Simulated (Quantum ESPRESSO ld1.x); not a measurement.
Results of a calculation; reference values are marked as such.
Task: The mean radii <r> (bohr) of the occupied orbitals of an atom or ion are listed with their occupations. Code: ld1.x of Quantum ESPRESSO 7.5. Model: non-relativistic Kohn-Sham, PW91, spin-unpolarised, spherical densities, point nucleus.

orbital  occ.      <r>
1s          1  0.09428

Name the element and its charge.

Result: Z = 16, sulfur, charge +15: S15+ in 1s1. The 1s radius gives Z: for a bare nucleus <r> = 1.5/Z, 0.09375 bohr for Z = 16, and the self-interaction of the functional makes it slightly larger (0.09428 here). The occupations add up to 1, and the charge is Z minus that.
